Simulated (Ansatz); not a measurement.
Basis-set extrapolation for `C=N[Si](N)(O)F` (PBE0-D4/def2-TZVP geometry, frozen core, the Gaussian-basis code of Ansatz). Multiplicity 1, RHF reference.

```csv
,def2-TZVPP,def2-QZVPP
HF,-613.245578,-613.271000
MP2 correlation,-1.169682,-1.263639
CCSD(T) correlation,-1.239533,not run
```

Energies in hartree. Use E(X) = E(∞) + A·exp(−7.88·√X) for Hartree–Fock and E(X) = E(∞) + B·X^(−2.97) for correlation, with X = 3 and 4, and add CCSD(T) minus MP2 of the smaller set to the MP2 limit.

Problem. What is the CCSD(T) energy at the basis-set limit?

Solution. HF limit: -613.271000 + (-0.025422) × 0.13774 = -613.27450. MP2 limit: -1.263639 + (-0.093957) × 0.74074 = -1.33324. Higher-order term: -1.239533 − (-1.169682) = -0.06985. Total: -614.67759 hartree, 120.8 kcal/mol below CCSD(T)/def2-TZVPP.
